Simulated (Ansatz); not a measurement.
Basis-set extrapolation for CH4ClFOSi (`O[SiH](Cl)CF`) (PBE0-D4/def2-TZVP geometry, frozen core, the Gaussian-basis code of Ansatz). Multiplicity 1, RHF reference.

```
                      def2-TZVPP   def2-QZVPP
                 HF  -963.152670  -963.184638
    MP2 correlation    -0.965354    -1.050531
CCSD(T) correlation    -1.040287      not run
```

Energies in hartree. Use E(X) = E(∞) + A·exp(−7.88·√X) for Hartree–Fock and E(X) = E(∞) + B·X^(−2.97) for correlation, with X = 3 and 4, and add CCSD(T) minus MP2 of the smaller set to the MP2 limit.

**Question.** What is the CCSD(T) energy at the basis-set limit?

**Answer.** HF limit: -963.184638 + (-0.031968) × 0.13774 = -963.18904. MP2 limit: -1.050531 + (-0.085177) × 0.74074 = -1.11363. Higher-order term: -1.040287 − (-0.965354) = -0.07493. Total: -964.37760 hartree, 115.9 kcal/mol below CCSD(T)/def2-TZVPP.
